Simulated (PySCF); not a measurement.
C4H7BOSi, SMILES B[SiH2]c1ccco1 (GFN2-xTB optimised geometry):

```
14

B      2.485    -0.889    -0.595
Si     0.814    -1.713     0.005
C     -0.499    -0.358     0.000
C     -1.867    -0.358     0.000
C     -2.279     0.993     0.000
C     -1.133     1.728    -0.001
O     -0.058     0.927    -0.003
H      2.724    -0.747    -1.731
H      3.283    -0.492     0.163
H      0.245    -2.786    -0.833
H      0.793    -2.286     1.367
H     -2.495    -1.225     0.000
H     -3.283     1.367     0.001
H     -0.960     2.786    -0.001
```

Method: CAM-B3LYP/def2-TZVP in PySCF 2.14.0.

Problem. What are the frontier orbital energies and the dipole moment?

Solution. HOMO-2 -10.09 eV, HOMO-1 -9.49 eV, HOMO -7.83 eV, LUMO -1.41 eV, LUMO+1 0.98 eV; dipole moment 0.46 D.

On the same geometry PBE/def2-TZVP (PySCF) gives HOMO-2 -7.40 eV, HOMO-1 -6.97 eV, HOMO -5.62 eV, LUMO -3.57 eV, LUMO+1 -1.08 eV; dipole moment 0.65 D.

Meta-Löwdin charges at CAM-B3LYP/def2-TZVP: B1 -0.17, Si2 0.52, C3 -0.07, C4 -0.17, C5 -0.19, C6 0.04, O7 -0.24, H8 0.04, H9 0.04, H10 -0.10, H11 -0.11, H12 0.13, H13 0.13, H14 0.14.
